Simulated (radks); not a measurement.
Task: Method: non-relativistic Kohn-Sham, TPSS, spin-unpolarised, spherical densities, point nucleus; meta-GGA in the generalised Kohn-Sham scheme; computed with a radial shooting solver on a logarithmic mesh with Libxc functionals. Each species is in its NIST ground configuration. Rank F2+, Ne2+, O2+ by Delta-SCF ionisation energy (eV), largest first.

Result: Ne2+ 67.589, F2+ 60.688, O2+ 53.782.
